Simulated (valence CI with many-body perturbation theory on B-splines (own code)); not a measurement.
**Level structure of Er⁵⁵⁺**

Computed by configuration interaction combined with many-body perturbation theory (CI+MBPT): three valence electrons over a frozen Dirac-Fock core [Ne], radial functions for each j: 11 s, 11 p, 10 d, 8 f, 5 g, 2 h, with the one-electron correlation potential Σ1, the two-electron term Σ2, the three-electron term Σ3, Breit, model QED; selected CI, second order for the rest, scaled by the run's own slope (own B-spline code, finite nucleus).

No measured spectrum was set against this ion. As an estimate, large intervals hold to a few tenths of a per cent, small ones and those within an open d or f shell to about a per cent.

Levels 91 to 135 of 157, with energies above the lowest level, (3s^2 3p1/2) J=1/2. "Leading %" is the weight of the configuration and term that name the level; weights of strongly mixed levels are sums over their largest components and can fall short, so below about 35 % the name and the second component can differ from the true leading terms, or belong to a minority configuration. In the jj column 3d3/2^4 stands for four electrons in 3d with j = 3/2. Lifetimes count E1, E2, E3, M1 and M2 decay at the calculated energies, and are blank where another channel may lead or the interval is too uncertain; long ones can be off by a factor of two.

| No. | Configuration | Term | J | E (eV) | Leading % | Leading jj | Lifetime |
| --- | --- | --- | --- | --- | --- | --- | --- |
| 91 | 3p²3d | ²F | 7/2 | 1267.3 | 52 | 3p3/2^2 3d5/2 (97 %) | 543 fs |
| 92 | 3p²3d | ²P | 1/2 | 1280.2 | 51 | 3p3/2^2 3d5/2 (94 %) | 473 fs |
| 93 | 3p3d² | ²F° | 7/2 | 1280.3 | 32 | 3p1/2 3d5/2^2 (96 %) | 2.44 ps |
| 94 | 3p3d² | ⁴G° | 9/2 | 1283.5 | 30 | 3p1/2 3d5/2^2 (96 %) | 3.61 ps |
| 95 | 3p3d² | ²P° | 3/2 | 1289.7 | 29 | 3p1/2 3d5/2^2 (98 %) | 2.25 ps |
| 96 | 3p3d² | ²F° | 5/2 | 1291.4 | 39 | 3p1/2 3d5/2^2 (98 %) | 2.75 ps |
| 97 | 3p²3d | ²D | 5/2 | 1294.0 | 76 | 3p3/2^2 3d5/2 (99 %) | 549 fs |
| 98 | 3p²3d | ²P | 3/2 | 1306.0 | 45 | 3p3/2^2 3d5/2 (94 %) | 441 fs |
| 99 | 3p²3d | ²D | 5/2 | 1308.2 | 52 | 3p3/2^2 3d5/2 (93 %) | 454 fs |
| 100 | 3p3d² | ²P° | 1/2 | 1316.5 | 73 | 3p1/2 3d5/2^2 (96 %) | 1.97 ps |
| 101 | 3p3d² | ⁴F° | 3/2 | 1408.6 | 31 | 3p3/2 3d3/2^2 (98 %) | 374 fs |
| 102 | 3p3d² | ⁴F° | 5/2 | 1414.9 | 38 | 3p3/2 3d3/2^2 (93 %) | 395 fs |
| 103 | 3p3d² | ⁴D° | 1/2 | 1416.3 | 74 | 3p3/2 3d3/2^2 (98 %) | 368 fs |
| 104 | 3p3d² | ²G° | 7/2 | 1416.9 | 32 | 3p3/2 3d3/2^2 (93 %) | 411 fs |
| 105 | 3p3d² | ²P° | 3/2 | 1437.9 | 25 | 3p3/2 3d3/2^2 (87 %) | 374 fs |
| 106 | 3p3d² | ⁴G° | 9/2 | 1449.1 | 54 | 3p3/2 3d3/2 3d5/2 (99 %) | 618 fs |
| 107 | 3p3d² | ²F° | 7/2 | 1453.6 | 32 | 3p3/2 3d3/2 3d5/2 (99 %) | 574 fs |
| 108 | 3p3d² | ⁴G° | 11/2 | 1461.1 | 53 | 3p3/2 3d3/2 3d5/2 (88 %) | 760 fs |
| 109 | 3p3d² | ⁴P° | 5/2 | 1464.1 | 44 | 3p3/2 3d3/2 3d5/2 (98 %) | 560 fs |
| 110 | 3p3d² | ²S° | 1/2 | 1465.3 | 45 | 3p3/2 3d3/2 3d5/2 (98 %) | 509 fs |
| 111 | 3p3d² | ⁴D° | 3/2 | 1467.0 | 44 | 3p3/2 3d3/2 3d5/2 (95 %) | 493 fs |
| 112 | 3p3d² | ²F° | 5/2 | 1467.2 | 48 | 3p3/2 3d3/2 3d5/2 (98 %) | 519 fs |
| 113 | 3p3d² | ⁴D° | 7/2 | 1471.2 | 34 | 3p3/2 3d3/2 3d5/2 (96 %) | 582 fs |
| 114 | 3p3d² | ²G° | 7/2 | 1482.0 | 38 | 3p3/2 3d3/2 3d5/2 (88 %) | 526 fs |
| 115 | 3p3d² | ²D° | 5/2 | 1485.6 | 58 | 3p3/2 3d3/2 3d5/2 (88 %) | 496 fs |
| 116 | 3p3d² | ²P° | 3/2 | 1487.8 | 41 | 3p3/2 3d3/2 3d5/2 (93 %) | 478 fs |
| 117 | 3p3d² | ²G° | 9/2 | 1488.7 | 76 | 3p3/2 3d3/2 3d5/2 (95 %) | 566 fs |
| 118 | 3p3d² | ²D° | 3/2 | 1497.7 | 54 | 3p3/2 3d3/2 3d5/2 (92 %) | 472 fs |
| 119 | 3p3d² | ²F° | 5/2 | 1500.3 | 51 | 3p3/2 3d3/2 3d5/2 (86 %) | 532 fs |
| 120 | 3p3d² | ²P° | 1/2 | 1505.6 | 78 | 3p3/2 3d3/2 3d5/2 (86 %) | 479 fs |
| 121 | 3p3d² | ²H° | 11/2 | 1506.0 | 53 | 3p3/2 3d5/2^2 (88 %) | 1.16 ps |
| 122 | 3p3d² | ²F° | 5/2 | 1516.5 | 36 | 3p3/2 3d5/2^2 (82 %) | 800 fs |
| 123 | 3p3d² | ²F° | 7/2 | 1516.9 | 51 | 3p3/2 3d5/2^2 (94 %) | 972 fs |
| 124 | 3p3d² | ⁴F° | 9/2 | 1519.4 | 52 | 3p3/2 3d5/2^2 (96 %) | 856 fs |
| 125 | 3p3d² | ²P° | 1/2 | 1535.4 | 75 | 3p3/2 3d5/2^2 (87 %) | 714 fs |
| 126 | 3p3d² | ²F° | 7/2 | 1548.1 | 55 | 3p3/2 3d5/2^2 (94 %) | 717 fs |
| 127 | 3p3d² | ²P° | 3/2 | 1549.9 | 72 | 3p3/2 3d5/2^2 (98 %) | 857 fs |
| 128 | 3p3d² | ²D° | 5/2 | 1550.7 | 63 | 3p3/2 3d5/2^2 (97 %) | 727 fs |
| 129 | 3p3d² | ²P° | 3/2 | 1565.8 | 55 | 3p3/2 3d5/2^2 (92 %) | 634 fs |
| 130 | 3d³ | ⁴F | 3/2 | 1612.4 | 49 | 3d3/2^3 (97 %) | 377 fs |
| 131 | 3d³ | ⁴F | 5/2 | 1658.1 | 84 | 3d3/2^2 3d5/2 (98 %) | 518 fs |
| 132 | 3d³ | ⁴P | 3/2 | 1665.4 | 39 | 3d3/2^2 3d5/2 (98 %) | 492 fs |
| 133 | 3d³ | ²H | 9/2 | 1667.0 | 45 | 3d3/2^2 3d5/2 (99 %) | 595 fs |
| 134 | 3d³ | ²G | 7/2 | 1667.4 | 48 | 3d3/2^2 3d5/2 (96 %) | 557 fs |
| 135 | 3d³ | ⁴P | 1/2 | 1671.0 | 59 | 3d3/2^2 3d5/2 (99 %) | 484 fs |
